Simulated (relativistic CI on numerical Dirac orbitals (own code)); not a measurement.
# Sc11+: sensitivity of the levels to the model

Base calculation: Dirac-Coulomb-Breit CI, KLI orbitals optimised for each configuration, QED by a radiative potential, unscaled Slater integrals.

Configurations in the expansion (outside the closed core 1s2): 2s2 2p6, 2s2 2p5 3s, 2s2 2p5 3p, 2s2 2p5 3d, 2s 2p6 3s, 2s 2p6 3p, 2s2 2p5 4s, 2s 2p6 3d, 2s2 2p5 4p, 2s2 2p5 4d, 2s2 2p5 4f, 2s2 2p5 5s, 2s2 2p5 5p, 2s2 2p4 3s2, 2s2 2p5 5d, 2s2 2p5 5f, 2s2 2p5 5g, 2s2 2p4 3s 3p, 2s 2p6 4s, 2s 2p6 4p, 2s2 2p4 3p2, 2s2 2p4 3s 3d, 2s 2p6 4d, 2s 2p6 4f, 2s2 2p4 3p 3d, 2s 2p5 3s2, 2s 2p6 5s, 2s2 2p4 3d2, 2s 2p5 3s 3p, 2s 2p6 5p, 2s 2p6 5d, 2s 2p6 5f, 2s 2p6 5g, 2s 2p5 3p2, 2s 2p5 3s 3d, 2s 2p5 3p 3d. Levels of other configurations are missing.

The lowest level and the first level of each name with at least 55 % of one term (blank where a level has no safe partner in the second run):

| Level | Base (eV) | Shift (eV) |
| --- | --- | --- |
| 2s2 2p6 1S_0 | 0.000 | 0.000 |
| 2s2 2p5 3s 3P°_2 | 400.146 | -0.045 |
| 2s2 2p5 3s 3P°_1 | 401.403 | -0.047 |
| 2s2 2p5 3s 3P°_0 | 404.802 | -0.057 |
| 2s2 2p5 3s 1P°_1 | 405.843 | -0.057 |
| 2s2 2p5 3p 3S_1 | 420.729 | -0.008 |
| 2s2 2p5 3p 3D_2 | 424.042 | -0.007 |
| 2s2 2p5 3p 3D_3 | 424.193 | -0.009 |
| 2s2 2p5 3p 3P_2 | 426.272 | -0.009 |
| 2s2 2p5 3p 3P_0 | 428.665 | -0.015 |
| 2s2 2p5 3p 3P_1 | 429.977 | -0.020 |
| 2s2 2p5 3p 1S_0 | 442.684 | -0.014 |
| 2s2 2p5 3d 3P°_0 | 453.735 | -0.008 |
| 2s2 2p5 3d 3P°_1 | 454.201 | -0.009 |

At this charge energies of transitions that change n are usually good to better than 1 %, and those within a shell (Δn = 0) to a few per cent.

(1) One thing was changed in a second run, which moved the levels as shown. Which?
A. QED terms removed
B. configuration mixing switched off
C. Breit term removed
D. valence Slater integrals scaled by 0.9

Answers

(1) A. QED terms removed. QED shifts follow the density of s (and p1/2) electrons at the nucleus, so configurations move by their count of such electrons; where none moves, the smaller shifts of p3/2 electrons and of j = l + 1/2 against j = l − 1/2 set the pattern.

LS names give the leading component of a level, which can be under half, so a name can repeat, a term be missing and a line seem to break the LS rules.
